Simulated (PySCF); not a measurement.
Se²⁺: ionisation energy

Se²⁺ [Ar] 3d10 4s2 4p2 (3P) → Se³⁺ [Ar] 3d10 4s2 4p1 (2P), as a difference of total energies. Calculation: PySCF 2.14, in cc-pVTZ-PP with ECP10MDF; a scalar-relativistic core potential. Correlated levels: valence: 3s2 3p6 3d10 frozen. The calculations carry no spin-orbit coupling.

```
           method  ionisation energy (eV)
              UHF                  30.987
            B3LYP                  31.537
             TPSS                  31.521
    MP2 (valence)                  31.382
SCS-MP2 (valence)                  31.306
   CCSD (valence)                  31.417
CCSD(T) (valence)                  31.440
```

**Question.** How much does correlation contribute at CCSD(T) (valence)?

**Answer.** 31.440 − (30.987) = 0.453 eV, measured against UHF.

The reference lies between the lowest fine-structure levels, while these numbers refer to the centres of the terms.

Errors of the correlated levels include the incompleteness of this basis and the frozen core.

For comparison: 31.697 ± 0.019 eV (measured; NIST Atomic Spectra Database, ionization energies).
